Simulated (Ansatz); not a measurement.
```json
{"atom": "O", "x (Å)": "0.0235", "y (Å)": "-0.0448", "z (Å)": "-0.1166"}
{"atom": "H", "x (Å)": "-0.0393", "y (Å)": "0.7856", "z (Å)": "0.5437"}
{"atom": "H", "x (Å)": "0.0795", "y (Å)": "-0.7156", "z (Å)": "0.5058"}
```

Basis set: aug-cc-pVDZ (spherical functions). Left uncorrelated: 1 orbital. Charge 0, multiplicity 1.

Computed with Ansatz (development build ahead of 0.2.0); each method stands on the lowest determinant of its kind that the runs found. Restricted open shells among the atoms or ions are ROHF, correlated in semicanonical orbitals with singles.

The atomization energy at this shape (free ground-state atoms in the same class of orbitals less the molecule, no zero-point energy) of singlet H2O:

```
 method  atomization energy
RHF-MP2     216.56 kcal/mol
```

Task: What does RHF give?

Result: 149.53 kcal/mol. Caution: the shape is not the minimum.
